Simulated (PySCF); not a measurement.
Species: `C[C@@H]1C[P@]1(=N)c1ccco1`. The columns A, B, C and D hold Mulliken, IAO, Hirshfeld and ESP-fitted charges (e) of one PBE0/pcSseg-1 density (PySCF), in a shuffled order. Coordinates in Å (PBE0-D3(BJ)/def2-SVP); the density's dipole moment is (-0.88, 2.43, 0.25) D.

```
atom       x       y       z       A       B       C       D
  C1  -2.072   1.098  -0.636  -0.409  -0.195  -0.118  -0.448
  C2  -1.926  -0.292  -0.073  -0.361  -0.502  -0.076  -0.067
  C3  -1.374  -0.512   1.366  -0.550  -0.379  -0.138  -0.261
  P4  -0.395  -1.250   0.040  +1.308  +0.857  +0.357  +0.406
  N5  -0.005  -2.709  -0.379  -0.958  -0.635  -0.399  -0.855
  C6   1.035  -0.219  -0.227  -0.101  -0.007  +0.005  +0.177
  C7   2.191  -0.514  -0.893  -0.178  -0.109  -0.065  -0.220
  C8   3.014   0.648  -0.782  -0.216  -0.163  -0.082  -0.218
  C9   2.292   1.553  -0.061  +0.012  +0.160  +0.015  -0.163
 O10   1.094   1.037   0.281  -0.232  -0.394  -0.045  -0.070
 H11  -2.919   1.622  -0.162  +0.139  +0.119  +0.041  +0.136
 H12  -1.168   1.697  -0.461  +0.146  +0.127  +0.030  +0.132
 H13  -2.255   1.069  -1.720  +0.147  +0.128  +0.044  +0.133
 H14  -2.783  -0.948  -0.284  +0.151  +0.158  +0.047  +0.122
 H15  -0.948   0.370   1.859  +0.162  +0.166  +0.044  +0.090
 H16  -1.959  -1.151   2.037  +0.160  +0.161  +0.050  +0.122
 H17  -0.773  -3.377  -0.400  +0.250  +0.176  +0.093  +0.383
 H18   2.402  -1.462  -1.380  +0.188  +0.109  +0.065  +0.208
 H19   4.014   0.792  -1.184  +0.169  +0.108  +0.062  +0.191
 H20   2.490   2.567   0.277  +0.174  +0.114  +0.068  +0.202
```

**Question.** Which column most likely holds the ESP-fitted charges?

**Answer.** D. Σ q r misses the density's dipole by 0.04 D (D), 0.50 D (B), 0.94 D (A), 1.01 D (C). Charges fitted to the outside potential are the only set here that is tied to the molecule's multipoles.

**Question.** And the Hirshfeld charges?

**Answer.** C. The mean sizes are 0.092 e (C), 0.230 e (D), 0.238 e (B), 0.301 e (A), and Hirshfeld charges are commonly the smallest of these schemes.

As computed, A = IAO, B = Mulliken, C = Hirshfeld, D = ESP-fitted. Hydrogens on carbon: IAO +0.14 to +0.19, Mulliken +0.11 to +0.17, Hirshfeld +0.03 to +0.07, ESP-fitted +0.09 to +0.21 e.

The Hirshfeld scheme divides the density at each point in proportion to the densities of the neutral, spherically averaged free atoms. The Mulliken scheme gives each basis function's population to the atom it is centred on and halves the overlap population of two atoms between them.

Geometry: PBE0-D3(BJ)/def2-SVP, one conformer, isolated molecule.

The run behind these numbers computed NMR shieldings as well. The run took 38 s wall on one thread of an Arm Neoverse V2, shared host with 96 logical CPUs at a one-minute load of 32, and the process peaked at 1.1 GiB of memory.

Conformer computed: `[CH3:1][C@@H:2]1[CH2:3][P@:4]1(=[NH:5])[c:6]1[cH:7][cH:8][cH:9][o:10]1`: C3–P4–C6–C7 164°.
